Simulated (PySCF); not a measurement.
C3H7BO2, SMILES C[C@@H]1COB1O. Geometry optimised at B3LYP-D3(BJ)/def2-SVP. The structure was generated by enumeration; whether it is a known compound was not checked. The values are those of a single conformer.

All values below come from B3LYP-D3(BJ)/def2-SVP (PySCF 2.14.0).

Harmonic wavenumbers (cm⁻¹): 134, 172, 224, 330, 413, 479, 618, 635, 768, 867, 913, 949, 996, 1004, 1106, 1148, 1170, 1191, 1216, 1307, 1385, 1403, 1464, 1478, 1482, 1545, 3016, 3037, 3055, 3089, 3097, 3102, 3880. Rotational constants (GHz): 5.107, 3.382, 2.231; symmetry number 1.

Task: Work out the zero-point energy and the ideal-gas rigid-rotor harmonic-oscillator thermochemistry at 298.15 K and 1 atm.

Result: ZPE = ½ Σ hcν = ½ × 46674 cm⁻¹ = 66.72 kcal/mol. H − E(el) = 71.28 kcal/mol. Entropy in cal/(mol K): translation 39.26, rotation 26.53, vibration 12.11, total 77.90. G − E(el) = 48.05 kcal/mol. Cp = 24.60 cal/(mol K). Modes under 150 cm⁻¹ make the vibrational entropy uncertain.
